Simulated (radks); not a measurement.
Er LIV, 15 electrons, occupied as [Ne] 3s2 3p2.5 4p0.5 (fractional occupations, a model configuration). All-electron calculation, Dirac Kohn-Sham, LDA (Slater exchange, Perdew-Wang correlation), spin-unpolarised, spherical densities, finite nucleus; open shells are shared between the two j in proportion to 2j + 1; Fermi nuclear charge, rms radius 5.2516 fm. Program: a radial shooting solver on a logarithmic mesh with Libxc functionals.

Unscreened Slater integrals over Kohn-Sham orbitals (cm^-1). Large and small components are both included. Empty in this configuration: 3d3/2.

integral,value
"F0(4p3/2,4p3/2)",504850
"F2(4p3/2,4p3/2)",258120
"F0(4p3/2,4p1/2)",514080
"G2(4p3/2,4p1/2)",258860
"F0(4p3/2,3p3/2)",620690
"F2(4p3/2,3p3/2)",208780
"G0(4p3/2,3p3/2)",57888
"G2(4p3/2,3p3/2)",68368
"F0(4p3/2,3p1/2)",628290
"G2(4p3/2,3p1/2)",69418
"F0(4p3/2,3d3/2)",638780
"F2(4p3/2,3d3/2)",190930
"G1(4p3/2,3d3/2)",60668
"G3(4p3/2,3d3/2)",61987
"F0(4p1/2,4p1/2)",524180
"F0(4p1/2,3p3/2)",639000
"G2(4p1/2,3p3/2)",69562
"F0(4p1/2,3p1/2)",647200
"G0(4p1/2,3p1/2)",61514
"F0(4p1/2,3d3/2)",658210
"G1(4p1/2,3d3/2)",64383
"F0(3p3/2,3p3/2)",965460
"F2(3p3/2,3p3/2)",480790
"F0(3p3/2,3p1/2)",990670
"G2(3p3/2,3p1/2)",482730
"F0(3p3/2,3d3/2)",1025300
"F2(3p3/2,3d3/2)",482890
"G1(3p3/2,3d3/2)",484570
"G3(3p3/2,3d3/2)",330770
"F0(3p1/2,3p1/2)",1019000
"F0(3p1/2,3d3/2)",1057800
"G1(3p1/2,3d3/2)",542710
"F0(3d3/2,3d3/2)",1130000
"F2(3d3/2,3d3/2)",584810
